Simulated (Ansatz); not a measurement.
One geometry of MgF₃, several levels of theory.

```yaml
crystal:
  periodic: [false, false, false]
  atoms:
    - {symbol: Mg, position_ang: [-0.000606, -0.001467, -0.000228]}
    - {symbol: F, position_ang: [-0.796729, -0.079094, 1.632760]}
    - {symbol: F, position_ang: [-0.851909, 0.806619, -1.389172]}
    - {symbol: F, position_ang: [1.649244, -0.726057, -0.243360]}
basis:
  gaussian: {orbitals: "def2-TZVPPD.json", initial_orbitals: start.molden}
magnetization: {spin_polarized: true, initial_magnetization: 1}
correlation: {method: ccsd_t}
scf: {omitted_lower_state_checks: [starts, cluster_reference]}
output: {orbitals: {seedname: orbitals}}
```

The file start.molden holds the orbitals of an earlier run on this structure, at another level or in another basis.

```sh
$ ansatz run in.yaml --threads 4 --pin off --events-out ev --progress --plain --max-ram 3916MiB
```

Output, abridged:

```
Functional definition: HF
1079 factors; integrals over basis functions are off by at most 3.4e-4 eV
mean field evaluation 1: about -13551.2504 eV, gradient 1.9e1 eV
mean field evaluation 2: about -13551.9492 eV, gradient 1.0e0 eV
mean field evaluation 4: about -13550.1216 eV, gradient 2.6e1 eV
mean field evaluation 8: about -13553.6831 eV, gradient 1.1e-3 eV
mean field -13553.68309137 eV, -498.0886665913 hartree, gradient 2.1e-6 eV, S^2 0.753930; 0 other end points of the search recorded, 0 dependent functions left out
4 core orbitals not correlated: weight in the atoms' cores, before any rotation towards them, 1.000 or more for the frozen orbitals, at most 0.000 for the correlated occupied ones
reference -13553.68309137 eV, -498.0886665913 hartree; 16, 15 occupied and 135, 136 virtual orbitals, 1079 factors
second order -25.03910931 eV of doubles, -0.00000000 eV of singles
cycle   1  -24.86644486 eV  change    1.7e-1 eV  update   1.1e-1
cycle   2  -25.26396354 eV  change   -4.0e-1 eV  update   3.7e-2
cycle   3  -25.35753354 eV  change   -9.4e-2 eV  update   2.6e-2
cycle   4  -25.38617903 eV  change   -2.9e-2 eV  update   1.5e-2
cycle   5  -25.38263853 eV  change    3.5e-3 eV  update   1.6e-2
cycle   6  -25.38911047 eV  change   -6.5e-3 eV  update   1.5e-2
cycle   7  -25.40561920 eV  change   -1.7e-2 eV  update   1.2e-2
cycle   8  -25.42349026 eV  change   -1.8e-2 eV  update   8.4e-3
cycle   9  -25.42350238 eV  change   -1.2e-5 eV  update   4.4e-3
cycle  10  -25.42814554 eV  change   -4.6e-3 eV  update   3.5e-3
cycle  11  -25.42691576 eV  change    1.2e-3 eV  update   3.1e-3
cycle  12  -25.42709005 eV  change   -1.7e-4 eV  update   2.8e-3
cycle  13  -25.42954299 eV  change   -2.5e-3 eV  update   2.0e-3
cycle  14  -25.42973511 eV  change   -1.9e-4 eV  update   7.6e-4
cycle  15  -25.43024691 eV  change   -5.1e-4 eV  update   3.1e-4
cycle  16  -25.43048720 eV  change   -2.4e-4 eV  update   9.8e-5
cycle  17  -25.43049179 eV  change   -4.6e-6 eV  update   4.3e-5
cycle  18  -25.43047093 eV  change    2.1e-5 eV  update   2.5e-5
perturbative correction -0.64693025 eV, -0.0237742481 hartree
Total energy: -13579.76049254 eV, -499.0469934086 hartree
Checks for a lower state left out: starts, cluster_reference
```

Run time 2.7 min (4 threads of Arm Neoverse V1 on a shared host), peak host memory 3.5 GiB.

First input, but with `gaussian: {orbitals: def2-TZVPD, initial_orbitals: start.molden}`, `hamiltonian: {xc: pbe0, dispersion: d4}`, `scf: {omitted_lower_state_checks: [starts]}` and without the key `correlation` (abridged; 4.8 s):

```
Functional definition: PBE0
mean field -13589.06960168 eV, -499.3890968594 hartree, gradient 1.5e-5 eV, S^2 0.759532
Total energy: -13589.10041703 eV, -499.3902293026 hartree
Checks for a lower state left out: starts
```

First input, but with `gaussian: {orbitals: def2-TZVPD, initial_orbitals: start.molden}`, `hamiltonian: {xc: r2scan, dispersion: d4}`, `scf: {omitted_lower_state_checks: [starts]}` and without the key `correlation` (abridged; 3.6 s):

```
Functional definition: r2SCAN
mean field -13596.36067148 eV, -499.6570387328 hartree, gradient 1.6e-5 eV, S^2 0.754980
Total energy: -13596.36969260 eV, -499.6573702528 hartree
Checks for a lower state left out: starts
```

First input, but with `gaussian: {orbitals: def2-TZVPD, initial_orbitals: start.molden}`, `hamiltonian: {xc: pbe, dispersion: d4}`, `scf: {omitted_lower_state_checks: [starts]}` and without the key `correlation` (abridged; 1.6 s):

```
Functional definition: PBE
mean field -13589.57354176 eV, -499.4076163160 hartree, gradient 1.3e-5 eV, S^2 0.752503
Total energy: -13589.60991543 eV, -499.4089530237 hartree
Checks for a lower state left out: starts
```

Geometry: r2SCAN-D4/def2-TZVPD, that of the charge -1 singlet.

Correlated methods freeze 4 core orbitals; core or outer-core shells of Mg are correlated, in sets that lack core-valence functions. The structure comes from a short search, and lower isomers may exist.
